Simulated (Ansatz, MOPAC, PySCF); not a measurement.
Dissociation curve of tellurium hexafluoride, SMILES F[Te](F)(F)(F)(F)F (F6Te). The Te1–F7 bond (Te1 also carries F, F, F, F, F; F7 carries nothing else) is stretched with both fragments frozen at the PBE0/def2-TZVP, def2 effective core potentials past Kr optimised geometry.

- UKS-PBE = Ansatz (a first-principles code) with unrestricted PBE/def2-TZVP, def2 effective core potentials past Kr
- RKS-PBE0 = restricted PBE0/def2-TZVP, def2 effective core potentials past Kr in Ansatz
- PM3, restricted, heats of formation (MOPAC)
- UHF/3-21G = unrestricted Hartree-Fock/3-21G run with PySCF

Energies are in eV, each relative to the lowest point of its own curve near equilibrium.

```
R / Å  UKS-PBE  RKS-PBE0    PM3  UHF/3-21G
-----  -------  --------  -----  ---------
1.50     3.726     3.323  1.784        ___
1.63     1.172     0.924  0.593      1.227
1.71     0.437     0.283    ___      0.376
1.79     0.090     0.027  0.005      0.035
1.83     0.019     0.000  0.000      0.000
1.86     0.000     0.013  0.029      0.020
1.95       ___       ___  0.260      0.259
2.05     0.317     0.519  0.704      0.733
2.23     0.942     1.300  1.700      1.827
2.44     1.739     2.251  2.743      2.562
2.65     2.465     3.111  3.577      2.838
2.99     3.361     4.222  4.775      2.949
3.38     3.876       ___  5.754        ___
3.87     4.167     5.768  6.414      2.985
4.53     4.322     6.237  6.867      3.026
5.27     4.382     6.483  7.156      3.037
```

**Question.** Complete the blanks.

**Answer.** 
- 1.50, UHF/3-21G: 4.353
- 1.71, PM3: 0.179
- 1.95, UKS-PBE: 0.076
- 1.95, RKS-PBE0: 0.183
- 3.38, RKS-PBE0: 5.098
- 3.38, UHF/3-21G: 2.929

The unrestricted determinant behind UKS-PBE is spin-contaminated at 2.99 to 5.27 Å (<S²> up to 0.9, against 0.00 for a pure singlet). The restricted form behind RKS-PBE0, PM3 keeps the bonding electrons paired and can't separate into open-shell fragments. The unrestricted determinant behind UHF/3-21G is spin-contaminated at 2.23 to 5.27 Å (<S²> up to 1.0, against 0.00 for a pure singlet).
